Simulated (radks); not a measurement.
Species: the xenon ion Xe2+. Configuration: [Kr] 4d10 5s2 5p3 5f1 (not the ground configuration). Method: Dirac Kohn-Sham, PBE, spin-unpolarised, spherical densities, finite nucleus; open shells fill j = l - 1/2 first; Fermi nuclear charge, rms radius 4.7859 fm; computed with a radial shooting solver on a logarithmic mesh with Libxc functionals. Some entries of the table are withheld. Estimate them.

orbital,occ.,eigenvalue (eV),<r^2> (bohr^2),r(max) (bohr)
1s1/2,2,-34372.98,0.0009638,0.01715
2s1/2,2,-5371.649,0.01543,0.09710
2p1/2,2,-5048.592,0.01139,0.07438
2p3/2,4,-4723.949,0.01267,0.07927
3s1/2,2,-1121.154,0.1072,0.2791
3p1/2,2,(1),0.1019,0.2656
3p3/2,4,(2),0.1099,0.2764
3d3/2,4,-688.8328,(3),0.2241
3d5/2,6,-675.7986,(4),0.2272
4s1/2,2,-225.1771,0.5799,0.6614
4p1/2,2,-177.6163,0.6330,0.6771
4p3/2,4,-165.3115,0.6808,0.7013
4d3/2,4,-88.3387,0.8777,0.7433
4d5/2,6,-86.3445,0.8992,0.7517
5s1/2,2,-45.0741,3.456,1.587
5p1/2,2,-33.0952,4.406,(5)
5p3/2,1,-31.4282,4.726,(6)
5f5/2,1,-5.6842,51.01,6.596
5f7/2,0,-5.6694,51.25,6.618

Answer. 
(1) 3p1/2 eigenvalue (eV): -986.8461
(2) 3p3/2 eigenvalue (eV): -925.1763
(3) 3d3/2 <r^2> (bohr^2): 0.09193
(4) 3d5/2 <r^2> (bohr^2): 0.09423
(5) 5p1/2 r(max) (bohr): 1.760
(6) 5p3/2 r(max) (bohr): 1.825
